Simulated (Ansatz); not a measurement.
# C2H4AlF: structure from calculated spectroscopic constants

These gas-phase data were calculated for one isomer of C2H4AlF at B3LYP-D3(BJ)/def2-SVP (harmonic, unscaled wavenumbers; equilibrium rotational constants with average atomic masses):

* rotational constants: 25.19, 2.818, 2.535 GHz
* all wavenumbers above 1500 cm⁻¹: 3178, 3126, 3093, 1972, 1640

Candidates:

(1) `[F][Al]1[CH2][CH2]1`, a singlet
(2) `C=[CH][AlH][F]`, a singlet

Which structure fits?

Candidate (2). The band at 1972 cm⁻¹ lies where the Al–H stretch is expected; (1) has no mode between 1700 and 2050 cm⁻¹.

The same quantities for all candidates:

|  | rotational constants (GHz) | wavenumbers above 1500 cm⁻¹ | E above the lowest, B3LYP-D3(BJ)/def2-SVP (kcal/mol) |
| --- | --- | --- | --- |
| (1) | 19.6, 3.609, 3.172 | 3150, 3135, 3076, 3070 | 26.9 |
| (2) | 25.19, 2.818, 2.535 | 3178, 3126, 3093, 1972, 1640 | 0.0 |

Harmonic stretches to hydrogen usually lie a few per cent above observed fundamentals. Each candidate is one conformer. Programs: Ansatz 0.2.0.
